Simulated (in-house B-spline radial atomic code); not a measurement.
A calculation on Mn VI (Mn5+): its settings, and results tabulated from the run. Level of theory: scalar-relativistic (X2C) BHandHLYP, spin-polarised, spherical fractional occupations, exact exchange averaged over the configuration, Fermi nucleus of rms radius 3.7057 fm; calculated with an all-electron radial atomic-structure program (B-spline basis).

Command:
```bash
python run_scf.py task.json out
```
Settings (nuclear radius in fm, mass in u):
```
Z                25
configuration    [Ar] 3d2
hamiltonian      x2c
method           bhandhlyp
spin_polarised   True
nucleus          fermi
rms_radius       3.7057
atomic_mass      54.93804
speed_of_light   137.035999084
exact_exchange   averaged over the configuration
```

Output (hartree, bohr):
```
 radial grid: 66 intervals, B-splines of order 8, outer radius 12.1053 bohr

 iter        energy (Eh)    residual
    1       -1141.778288    7.04e-01
    2       -1150.352397    2.96e-01
    3       -1151.723478    1.02e-01
    4       -1151.881499    3.22e-02
    5       -1151.895890    1.23e-02
    6       -1151.898715    6.41e-04
    7       -1151.898719    1.97e-05
    8       -1151.898719    3.55e-06
    9       -1151.898719    1.85e-07

 total energy                     -1151.89872
 kinetic                            1166.7341
 electron-nucleus                  -2690.2531
 Hartree                             421.2378
 exact exchange                      -24.1409
 exchange-correlation                -25.4767

 orbital      occ     eigenvalue          <r>       <r^2>       <1/r>       r_max
 1s up      1.000      -242.4820    0.0605863   0.0049496     25.2431     0.03954
 1s down    1.000      -242.4822    0.0605859  0.00494949     25.2432     0.03954
 2s up      1.000       -31.6823     0.278477   0.0916273     5.36572      0.2322
 2s down    1.000       -31.6232     0.278081   0.0913361      5.3732       0.232
 2p up      3.000       -27.2680     0.246778    0.074853     5.20711      0.1884
 2p down    3.000       -27.2140     0.246255   0.0744836     5.21509      0.1882
 3s up      1.000        -6.5397       0.8192    0.768717     1.73017      0.7237
 3s down    1.000        -6.3944      0.82177    0.773858     1.72242      0.7243
 3p up      3.000        -5.2337     0.850468    0.841324     1.60677      0.7338
 3p down    3.000        -5.0703     0.855322    0.851606     1.59545      0.7351
 3d up      2.000        -3.3100     0.902944    0.985235     1.37863      0.6947

 Slater integrals (Eh)
   F0(3p up,3p up)               1.059945
   F2(3p up,3p up)               0.536474
   F0(3p up,3p down)             1.057053
   F2(3p up,3p down)             0.534998
   F0(3p up,3d up)               1.030037
   F2(3p up,3d up)               0.503425
   G1(3p up,3d up)               0.615481
   G3(3p up,3d up)               0.381741
   F0(3p down,3p down)           1.054184
   F2(3p down,3p down)           0.533545
   F0(3p down,3d up)             1.027369
   F2(3p down,3d up)             0.502212
   F0(3d up,3d up)               1.009312
   F2(3d up,3d up)               0.490655
   F4(3d up,3d up)               0.310328
```

Cost of the run: 0.24 s on 1 thread of Intel(R) Xeon(R) 6975P-C, with other jobs on the host.
